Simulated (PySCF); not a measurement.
Identify the compound

Molecular formula: C4H9FSi2. Simulated spectra:

1H NMR (500 MHz, computed): δ 5.91 (m, 1H), 5.84 (m, 1H), 5.84 (m, 1H), 3.89 (d, 3H), 2.75 (m, 1H), 1.91 (m, 1H), 1.50 (m, 1H).

13C{1H} NMR (computed): δ 169.7 (C), 133.7 (CH2), 26.0 (CH), 23.1 (CH2).

Theory: GFN2-xTB geometry, NMR shieldings at PBE0/pcSseg-1/GIAO, in PySCF 2.14.0 with density-fitted response routines (relativity neglected, rapidly exchanging positions averaged, one computed conformer, in vacuum).

References, each an isolated molecule treated in the same way: 1H (31.72 ppm), 13C (186.93 ppm) against TMS.

Problem. Deduce the structure.

Solution. 
1. The formula gives 2 degrees of unsaturation (1 ring in the answer).
2. 4 carbon signals for 4 carbons: no two carbons are equivalent.
3. Carbon types of the structure: 1 × C, 1 × CH, 2 × CH2, leaving 4 H on heteroatoms.
4. δC 169.7: fully substituted alkene carbon.
5. δC 133.7: terminal =CH2 carbon; the olefinic region.
6. δC 26.0: allylic sp3 CH bonded to Si.
7. δC 23.1: sp3 CH2 bonded to Si.
8. δH 5.91, 5.84: hydrogen on a terminal =CH2 carbon; a vinylic proton, deshielded by the sp2 carbon and the C=C anisotropy.
9. δH 3.89: hydrogen on a silicon bonded to C.
10. δH 2.75: hydrogen on an allylic sp3 CH bonded to Si; allylic position.

These data were computed for `C=C1[C@@H]([SiH3])C[Si@H]1F`.

This is the structure that produced the data.

Splittings by 19F in the carbon and heteronuclear signals aren't shown, as no couplings were computed. Shifts are as computed. Against solution values, carbons near 30 ppm lie about +3 ppm off and those near 130 ppm about +5 ppm. Of 1211 compounds with measured shifts, 218 miss one by over three times the rms of a fit or turn the order of signals round; such compounds aren't used in these exercises. No couplings were computed; multiplicities are counted from neighbouring protons, with m where these are inequivalent, close in shift, in a saturated or five-membered ring or joined by F or P, and br s for small geminal =CH2 splittings.
